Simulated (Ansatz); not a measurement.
Program: Ansatz. Geometries: PBE0-D4/def2-TZVP. ΔE: electronic, gas phase. CBS: MP2 limit from def2 TZ/QZ plus the TZ coupled-cluster correction, frozen cores. This one scheme is used for every species. Functionals use def2-TZVPP. HSE06 is defined as in plane-wave codes. For Br outer-core shells are correlated without core-valence functions, which leaves a few kJ/mol of doubt a bond. Scalar relativity is left out up to krypton. Each species was taken in one conformer, which may not be the lowest.

Consider the ligand exchange at the Al–Br bond: `[F][Al]([SH])[Br]` + H–F → `[F][Al]([F])[SH]` + HBr.

```tsv
level	ΔE (kJ/mol)
r2SCAN-D4	-22.2
BLYP	-35.7
HSE06	-15.5
BHLYP	-27.8
CCSD/def2-TZVPP	-23.8
CCSD(T)/def2-TZVPP	-22.3
HF/def2-QZVPP	-27.1
CCSD/CBS(def2)	-19.4
```

Problem. What does CCSD(T)/CBS give? (Estimate.)

Solution. Ansatz gave: -17.9 kJ/mol. The listed levels differ from it by -4.3, -17.8, 2.4, -9.9, -5.9, -4.4, -9.2, -1.5 kJ/mol.

Largest T1 diagnostic among the species: 0.012.

From PBE to PBE0 (25 % exact exchange), in def2-TZVPP and without D4, ΔE moves by +4.6 kJ/mol. At CCSD(T), def2-SVP lies −12.2 kJ/mol from the extrapolated value and def2-TZVPP −4.4 kJ/mol. Leaving LDA and LC-ωPBE aside and taking each functional with its dispersion term where it has one, the values, not all of them listed here, spread over 17.3 kJ/mol, from CAM-B3LYP-D4 to HSE06-D4.
